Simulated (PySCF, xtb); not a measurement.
BH5OSn, SMILES B[O][SnH3].

Harmonic wavenumbers (cm⁻¹) from xtb 6.7.1 with GFN2-xTB at its own minimum, in rising order: 94, 162, 256, 372, 448, 503, 613, 635, 657, 888, 962, 1185, 1336, 1530, 1759, 1809, 2518, 2562.

What does PBE-D3(BJ)/def2-SVP (PySCF) give at its own minimum? (The exact figures need the calculation; the answer reports its results.)

50, 204, 297, 465, 493, 498, 663, 668, 680, 974, 1019, 1165, 1359, 1859, 1891, 1894, 2420, 2516. Paired by order, the mean absolute difference is 70 cm⁻¹ and the zero-point energies are 26.1 and 27.3 kcal/mol.
